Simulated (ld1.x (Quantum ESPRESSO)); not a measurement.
Before and after: TM potential for strontium (Sr)

| Item | Value |
| --- | --- |
| Element | Sr |
| Generator | ld1.x (Quantum ESPRESSO) 7.5 |
| Type | norm-conserving Troullier–Martins (Kleinman–Bylander form) |
| Functional | LDA (PZ) |
| Relativity | scalar-relativistic |
| Frozen core | [Kr] |
| Valence charge | 2 |
| Reference configuration | 4d0 5s2 5p0 |
| Partial waves | 5s (bound): rc 3.45 bohr; 5p (bound, empty): rc 4.20 bohr; 4d (bound, empty): rc 3.55 bohr |
| Local potential | all-electron potential smoothed inside 2.75 bohr (lloc = -1) |
| Core correction | a·sin(br)/r model core, default radius (core density twice the valence density) |

Change: functional PBE.

Cutoffs: the cutoffs (Ry, on a coarse ladder) from which the occupation-weighted sum of valence levels, in a spherical-Bessel basis at the reference potential, stays within 10 and 1 mRy of its value at 400 Ry; they do not see the model core or the augmentation charge, which bear on the density cutoff. Errors are all-electron minus pseudo energies relative to the spin-unpolarised reference configuration.

Predict the effect on cutoff, ghosts and configuration errors.

Both files are so soft that the ladder of cutoffs tells neither apart; both files keep a bound ghost (s); the number of tests that count goes from 8 to 6; of the 6 tests that both files solve, the error grows in 1 and shrinks in 3 by more than 15 % and 0.3 meV (median size 5.5 → 7.7 meV).

| quantity | base | changed |
| --- | --- | --- |
| cutoff, loose | 6 Ry | 6 Ry |
| cutoff, tight | 8 Ry | 8 Ry |
| bound ghosts | s | s |
| tests counted (converged, no solver errors) | 8 of 9 | 6 of 7 |
| error for 4d0 5s1.5 5p0, meV [ΔE 2.41 → 2.34 eV] | -3.1 | -2.2 |
| error for 4d0 5s1 5p1, meV [ΔE 2.39 → 2.30 eV] | -6.8 | -5.6 |
| error for 4d1 5s1 5p0, meV [ΔE 2.34 → 2.32 eV] | -12 | -12 |
| error for 4d0 5s0 5p1, meV [ΔE 9.11 → 8.82 eV] | +3.6 | +19 |
| error for 4d0 5s0 5p2, meV [ΔE 4.93 → 4.71 eV] | -17 | -9.8 |
| error for 4d0.5 5s1.5 5p0, meV [ΔE 1.15 eV] | -4.3 | -4.2 |
| s: phases at 4.57 bohr within 0.05 rad from the reference energy up to (Ry; the scan ends near 5) | 1.3 | 1.2 |
| p: phases at 4.57 bohr within 0.05 rad from the reference energy up to (Ry; the scan ends near 5) | 0.2 | 0.2 |
| d: phases at 4.57 bohr within 0.05 rad from the reference energy up to (Ry; the scan ends near 5) | 0.6 | 0.6 |

Base: The cutoffs count occupied waves only; the empty 4d level needs 10 Ry at the loose tolerance. Tests not counted: 4d0 5s1 5p0 (solver errors, printed error +223 meV). Changed file: The cutoffs count occupied waves only; the empty 4d level needs 10 Ry at the loose tolerance. Tests not counted: 4d0 5s1 5p0 (solver errors, printed error -2.7 eV). A true bound ghost makes a file unfit for plane-wave use even where its test errors are small: the radial tests pick states by their node count and pass the ghost by. Where a test does run into it, the solver fails or the error is huge.
